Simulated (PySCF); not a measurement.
CH8FNSi2, SMILES NC[SiH2][SiH2]F.

The structure is a stationary point at PBE0-D3(BJ)/def2-SVP. The structure was generated by enumeration, and PubChem lists no compound with its InChIKey, so it may never have been made. Other conformers were not sampled.

Two levels are set side by side: PBE/def2-TZVP (PySCF) and M06-2X/def2-TZVP (PySCF). Same geometry, gas phase. Differences are taken from unrounded values.

| quantity | M06-2X | PBE | PBE minus M06-2X |
|---|---|---|---|
| orbital gap (eV) | 8.09 | 3.87 | -4.22 |
| highest occupied level (eV) | -7.93 | -5.36 | 2.57 |
| lowest empty level (eV) | 0.16 | -1.49 | -1.64 |
| dipole moment (D) | 1.88 | 1.67 | -0.21 |
| mean polarisability (bohr³) | 76.7 | 82.4 | 5.7 |

Without exact exchange PBE keeps part of each electron's self-repulsion, which lifts occupied levels and narrows the gap. PBE's more diffuse valence density responds more strongly to a field. Differences between two approximate levels are no errors against the true value.

Rough cost on one machine, each run with all the roots and properties that it gave: M06-2X against PBE about 3 times.
